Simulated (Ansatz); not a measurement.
Computed with Ansatz.

A structure relaxed at PBE0-D4/def2-TZVP, charge 0, multiplicity 1:

Cartesian coordinates in Å:
```
C -0.7331 1.2643 0.6075
C -1.1732 0.4879 -0.3723
S -0.4683 -0.9228 -1.1238
C 1.0931 -1.1248 -0.2395
F 0.9343 -1.3374 1.0665
F 1.6969 -2.1913 -0.7608
F 1.9113 -0.0812 -0.3718
H -1.3402 2.1027 0.9251
H 0.2077 1.1120 1.1177
H -2.1285 0.6906 -0.8484
```

Q: Give its formula and SMILES.

A: C3H3F3S, `C=CSC(F)(F)F`.

Q: Point group (tolerance 0.08 Å, 0.16 Å for H)?

A: Cs.

Q: Summarise the bond lengths by kind.

A: 1 × C–C 1.325 Å; 3 × C–H 1.081 to 1.086 Å; 2 × C–S 1.747 to 1.806 Å; 3 × C–F 1.332 to 1.333 Å.
